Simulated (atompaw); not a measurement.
# Tl: one change to a PAW (atompaw) potential, before and after

thallium (Tl), PAW, made with atompaw 4.2.0.5 (PBEsol, scalar-relativistic). Core [Xe] 4f14, reference 5d10 6s2 6p1. Waves: 6s (bound): rc 3.00 bohr; 6s channel at 1.85 Ry: rc 1.95 bohr; 6p (bound): rc 3.00 bohr; 6p channel at 0.35 Ry: rc 3.00 bohr; 5d (bound): rc 3.00 bohr; 5d channel at 0.1 Ry: rc 3.00 bohr; 5f channel at 0.4 Ry: rc 3.00 bohr; 5f channel at 2.6 Ry: rc 3.00 bohr. Local part: troulliermartins scheme with l = 4 at 0 Ry, radius 2.20 bohr. Core correction: smooth core density matched at 1.85 bohr. Augmentation charge: sinc compensation charge, radius 2.45 bohr; PAW radius 3.00 bohr; waves and projectors: custom rrkj gramschmidtortho.

Change: augmentation sinc compensation charge, radius 2.45 bohr; PAW radius 3.00 bohr; waves and projectors: custom polynom2 7 10 vanderbiltortho.

Cutoffs: the cutoffs (Ry, on a coarse ladder) from which the occupation-weighted sum of valence levels, in a spherical-Bessel basis at the reference potential, stays within 10 and 1 mRy of its value at 400 Ry; they do not see the model core or the augmentation charge, which bear on the density cutoff.

What does the change do?

The potential gets harder (12 Ry and 18 Ry → 21 Ry and 50 Ry); both files keep a bound ghost (s); the range in which the s phases agree narrows (upper end at the end of the scan → 2.6).

| quantity | base | changed |
| --- | --- | --- |
| cutoff, loose | 12 Ry | 21 Ry |
| cutoff, tight | 18 Ry | 50 Ry |
| loose cutoff by channel (10 mRy a level) | s 6 Ry, p 6 Ry, d 10 Ry | s 12 Ry, p 6 Ry, d 10 Ry |
| bound ghosts | s | s |
| s: phases at 3.01 bohr within 0.05 rad from the reference energy up to (Ry; the scan ends near 5) | to the end of the scan | 2.6 |
| p: phases at 3.01 bohr within 0.05 rad from the reference energy up to (Ry; the scan ends near 5) | 2.0 | 1.8 |
| d: phases at 3.01 bohr within 0.05 rad from the reference energy up to (Ry; the scan ends near 5) | 1.0 | 1.0 |
| f: phases at 3.01 bohr within 0.05 rad from the reference energy up to (Ry; the scan ends near 5) | 4.0 | 4.0 |
| lowest overlap eigenvalue by channel | s 0.22, p 0.42, d 0.81, f 0.88 | s 0.69, p 0.91, d 0.97, f 0.93 |

 A true bound ghost makes a file unfit for plane-wave use even where its test errors are small: the radial tests pick states by their node count and pass the ghost by. The cutoffs see the waves, projectors and local potential, not the compensation charge or the core.
